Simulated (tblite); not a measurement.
Isomers of C5H2ClFOS. All values are computed: GFN2-xTB (tblite) harmonic vibrations without scaling, gas phase. This tight-binding method is rough: wavenumbers can miss measured ones by several per cent, in bad cases by 10 to 20. One conformer each.

Electronic energies: GFN2-xTB at the same geometries; isomer energies are rough at this level and their order can be wrong.

```json
{"SMILES": "O=C(Cl)c1cc(F)cs1", "electronic energy, lowest = 0 (kcal/mol)": "3.7"}
{"SMILES": "O=C(Cl)c1sccc1F", "electronic energy, lowest = 0 (kcal/mol)": "4.6"}
{"SMILES": "Fc1occc(=S)c1Cl", "electronic energy, lowest = 0 (kcal/mol)": "14.3"}
{"SMILES": "O=C(F)c1sccc1Cl", "electronic energy, lowest = 0 (kcal/mol)": "0.0"}
{"SMILES": "O=c1c(F)cscc1Cl", "electronic energy, lowest = 0 (kcal/mol)": "21.3"}
```

How do GFN2-xTB zero-point energies change the relative energies?

| SMILES | ZPE (kcal/mol) | of it from modes above 1550 cm⁻¹ | electronic (kcal/mol) | with ZPE, lowest = 0 (kcal/mol) | lowest mode (cm⁻¹) | rings |
| --- | --- | --- | --- | --- | --- | --- |
| O=C(F)c1sccc1Cl | 35.8 | 11.6 | 0.0 | 0.0 | 63 | 1 |
| O=C(Cl)c1cc(F)cs1 | 35.8 | 11.6 | 3.7 | 3.6 | 49 | 1 |
| O=C(Cl)c1sccc1F | 35.9 | 11.6 | 4.6 | 4.6 | 48 | 1 |
| Fc1occc(=S)c1Cl | 36.3 | 13.5 | 14.3 | 14.7 | 75 | 1 |
| O=c1c(F)cscc1Cl | 35.5 | 13.5 | 21.3 | 20.9 | 63 | 1 |

The zero-point energies span 0.8 kcal/mol, from `O=c1c(F)cscc1Cl` to `Fc1occc(=S)c1Cl`. The order is unchanged.

What do entropy and thermal enthalpy add at 298.15 K and 1 bar (rigid rotor, harmonic oscillator, one conformer each)?

```tsv
SMILES	point group	symmetry number	S (cal/(mol K))	H − H(0) (kcal/mol)	ZPE + H − H(0) − TS (kcal/mol)
O=C(F)c1sccc1Cl	Cs	1	91.7	5.75	14.2
O=C(Cl)c1cc(F)cs1	Cs	1	91.8	5.74	14.2
O=C(Cl)c1sccc1F	Cs	1	91.9	5.75	14.3
Fc1occc(=S)c1Cl	Cs	1	89.9	5.59	15.0
O=c1c(F)cscc1Cl	Cs	1	90.7	5.72	14.2
```
